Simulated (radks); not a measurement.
Values are calculated unless marked as measured or tabulated.
All-electron atom: the carbon ion C4+ in [He] (the NIST ground configuration).

Code: a radial shooting solver on a logarithmic mesh with Libxc functionals. Model: non-relativistic Kohn-Sham, PBEsol, spin-unpolarised, spherical densities, point nucleus.

Energy parts (eV):
total: -876.369
kinetic: 874.795
electron-nucleus: -1850.799
Hartree: 190.901
exchange-correlation: -91.267

Orbitals (lengths in bohr, moments of r in powers of bohr):
orbital  occ.  eigenvalue (eV)    <r^2>
1s          2        -356.0327  0.09740

The highest occupied level is 1s at -356.03 eV. Virial ratio -V/T = 2.00180. Summed over all electrons, <r^2> = 0.1948 bohr^2, which gives a Langevin (diamagnetic) susceptibility term of -0.154 x 10^-6 cm^3/mol. The electron density at the nucleus is 122.7 e/bohr^3. The density falls to 0.001 e/bohr^3 at r = 1.06 bohr.
